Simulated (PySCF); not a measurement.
C₂H₉NOSi, SMILES CC[Si@@H](N)O.

The structure is a stationary point at PBE-D3(BJ)/def2-SVP. The structure was generated by enumeration; whether it is a known compound was not checked. The values are those of a single conformer.

Computed with PBE-D3(BJ)/def2-SVP run with PySCF.

Frequencies are harmonic and unscaled.

Problem. Give all harmonic wavenumbers and intensities. (Estimate from the structure and the level; the computed values follow.)

Solution. 
```
mode  ν (cm⁻¹)  IR (km/mol)  moving atoms (share of kinetic energy)
----  --------  -----------  --------------------------------------
1           73         15.0                          H 75 %, C 19 %
2           79          9.4           H 52 %, C 21 %, N 12 %, O 9 %
3          156          4.2          H 34 %, C 27 %, O 16 %, N 15 %
4          185          1.6                          H 79 %, Si 9 %
5          241         37.4           H 68 %, O 10 %, C 10 %, N 9 %
6          269         61.9            H 50 %, O 26 %, C 9 %, N 9 %
7          315         43.8          H 54 %, Si 20 %, N 11 %, O 9 %
8          339          8.6         C 31 %, H 30 %, O 20 %, Si 17 %
9          450        139.4                          H 59 %, N 34 %
10         610          9.7                          H 86 %, C 14 %
11         640         30.5                 C 41 %, H 29 %, Si 21 %
12         735         52.5                          H 85 %, C 10 %
13         772         84.4                          H 73 %, N 17 %
14         799        123.3                 O 48 %, H 30 %, Si 20 %
15         836        101.3                 H 63 %, N 19 %, Si 16 %
16         868         89.8                 H 58 %, Si 21 %, N 13 %
17         907        109.4                  H 66 %, Si 17 %, N 9 %
18         948         19.0                          H 81 %, C 17 %
19         958         59.5                 H 66 %, Si 16 %, C 13 %
20        1027         21.2                          C 71 %, H 29 %
21        1204          3.0                          H 78 %, C 22 %
22        1213          6.3                          H 59 %, C 40 %
23        1342          0.5                          H 82 %, C 18 %
24        1379          4.4                           H 91 %, C 9 %
25        1423          6.5                                  H 97 %
26        1428          5.3                                  H 96 %
27        1498         37.4                          H 90 %, N 10 %
28        2137        161.8                                  H 97 %
29        2957         20.2                                  H 95 %
30        2965         32.0                                  H 97 %
31        3004         10.0                           H 91 %, C 9 %
32        3045         24.1                           H 91 %, C 9 %
33        3059         18.1                           H 91 %, C 9 %
34        3482         16.0                                  H 96 %
35        3575         19.8                           H 92 %, N 8 %
36        3750         35.6                                  H 94 %
```
